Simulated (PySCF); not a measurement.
Unrelated species, one level of theory. Theory: TDDFT B3LYP/def2-SVPD, vertical, gas phase, core orbitals frozen in the response (PySCF 2.14.0, density-fitted response routines). Geometries: PBE0-D3(BJ)/def2-SVP; one conformer of each isolated species. Triplets are in the Tamm–Dancoff approximation. 'Strongest' means the level of largest summed f among the lowest 10 singlets; it needn't be the same kind of state in each. Relativistic effects are left out although some hold elements past zinc.

**Question.** Rank by computed HOMO–LUMO gap, lowest first.
A. `C1CCC[C@@H](COC)[C@@H]1Cl`
B. `OB(O)O`
C. `C[SiH](C)C#[C][GeH3]`
D. `C#C[SiH2][C@@H](C)[GeH3]`

**Answer.** C (7.10 eV), D (7.31 eV), A (7.50 eV), B (8.20 eV).

```
                  SMILES  gap (eV)  f (S1)  S1 (eV)  strongest (eV)  HOMO (eV)       S1 mainly
    C[SiH](C)C#[C][GeH3]      7.10   0.000     5.60            7.17      -7.57  H-1/H→L (≥55%)
C#C[SiH2][C@@H](C)[GeH3]      7.31   0.001     5.96            6.87      -7.74     H-1→L (56%)
  COC[C@@H]1CCCC[C@H]1Cl      7.50   0.007     6.75            6.81      -7.27       H→L (84%)
                  OB(O)O      8.20   0.031     7.09            8.74      -8.88       H→L (98%)
```

H and L stand for HOMO and LUMO. A slash joins orbitals within 0.01 eV of each other, whose weights are summed (≥ marks a lower bound).

- `C[SiH](C)C#[C][GeH3]`: Löwdin shares by element: HOMO (one of a set within 0.03 eV) carbon 72% or more, germanium 6%, silicon 5% (atoms not listed hold the other 17%); LUMO carbon 50% or more, germanium 14%, silicon 13% (atoms not listed hold the other 23%).
- `C#C[SiH2][C@@H](C)[GeH3]`: Löwdin shares by element: HOMO carbon 67% or more, silicon 8% (atoms not listed hold the other 25%); LUMO carbon 46% or more, silicon 17%, germanium 7% (atoms not listed hold the other 30%).
- `COC[C@@H]1CCCC[C@H]1Cl`: Löwdin shares by element: HOMO oxygen 54%, carbon 19% or more, hydrogen 5% or more (atoms not listed hold the other 22%); LUMO chlorine 26%, carbon 25% or more (atoms not listed hold the other 49%).
- `OB(O)O`: Löwdin shares by element: HOMO oxygen 90%, hydrogen 4% or more; LUMO boron 47%, oxygen 23% or more, hydrogen 11% or more (atoms not listed hold the other 19%).
